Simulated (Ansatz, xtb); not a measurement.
## Isomers of C5H8FNO in order of energy

10 gas-phase structures of C5H8FNO, from a drawn sample of its isomers (lower ones may exist). Each was relaxed with GFN2-xTB; where two conformers were screened, the lower at r2SCAN-D4/def2-SVP is listed:

A. `C/C(F)=C(O)/C=C/N`, a singlet
B. `C[C@@H](F)C(=O)/C=C/N`, a singlet
C. `[H]/N=C\C=C(/O)[C@@H](C)F`, a singlet
D. `C/C(F)=C(O)/C=C\N`, a singlet
E. `[H]/N=C\C/C(O)=C(\C)F`, a singlet
F. `[H]/N=C/CC(=O)[C@@H](C)F`, a singlet
G. `[H]/N=C\C=C(\O)[C@@H](C)F`, a singlet
H. `[H]/N=C/C/C(O)=C(/C)F`, a singlet
I. `[H]/N=C\CC(=O)[C@@H](C)F`, a singlet
J. `C[C@@H](F)C(=O)/C=C\N`, a singlet

Task: Estimate their order in r2SCAN-D4/def2-SVP energy at these geometries, lowest first.

Result: Calculated order at r2SCAN-D4/def2-SVP: J (0.0), B (5.3), F (18.9), I (20.0), D (22.8), C (24.1), G (24.4), A (24.9), H (25.1), E (30.7) kcal/mol. Less than 1 kcal/mol parts C and G; G and A; A and H, so the order within those pairs means little.

Energies above the lowest of each column, in kcal/mol; the last columns are at PBE0-D3(BJ)/def2-SVP geometries and were run for some of them only (a dash: not run or not comparable):

| structure | GFN2-xTB | HF/STO-3G | r2SCAN-D4/def2-SVP | PBE0-D3(BJ)/def2-SVP | CCSD(T)/def2-SVP + ΔMP2/def2-TZVPP |
| --- | --- | --- | --- | --- | --- |
| J | 0.0 | 3.4 | 0.0 | 0.0 | 0.0 |
| B | 3.4 | 5.2 | 5.3 | 5.4 | 5.1 |
| F | 14.1 | 0.0 | 18.9 | 17.4 | 10.2 |
| I | 12.0 | 0.7 | 20.0 | – | – |
| D | 13.6 | 16.4 | 22.8 | 21.7 | 19.6 |
| C | 15.6 | 12.0 | 24.1 | 23.1 | 16.0 |
| G | 15.3 | 13.2 | 24.4 | – | – |
| A | 12.3 | 16.9 | 24.9 | – | – |
| H | 14.8 | 9.2 | 25.1 | – | – |
| E | 16.7 | 12.5 | 30.7 | – | – |

CCSD(T)/def2-SVP + ΔMP2/def2-TZVPP puts J lowest of those it was run on; HF/STO-3G picks F. CCSD(T)/def2-SVP + ΔMP2/def2-TZVPP orders those it was run on as J (0.0), B (5.1), F (10.2), C (16.0), D (19.6) kcal/mol. Some further structures that were screened fall inside this span and aren't listed. Flexible structures stand in one conformer each, not always the lowest. Frequencies (GFN2-xTB) were run for B, C, D, F, J alone. The ΔMP2 step shifts differences by up to 3.8 kcal/mol, which makes them less sure. ΔMP2 is the change of the MP2 energy from the smaller to the larger basis.

Over these structures GFN2-xTB departs from r2SCAN-D4/def2-SVP by 3.3 kcal/mol on average once a common shift is removed. A GFN2-xTB relaxation took about 0.23 s and the r2SCAN-D4/def2-SVP energy about 4.8 s on a shared host (Ansatz 0.2.0, xtb 6.7.1).
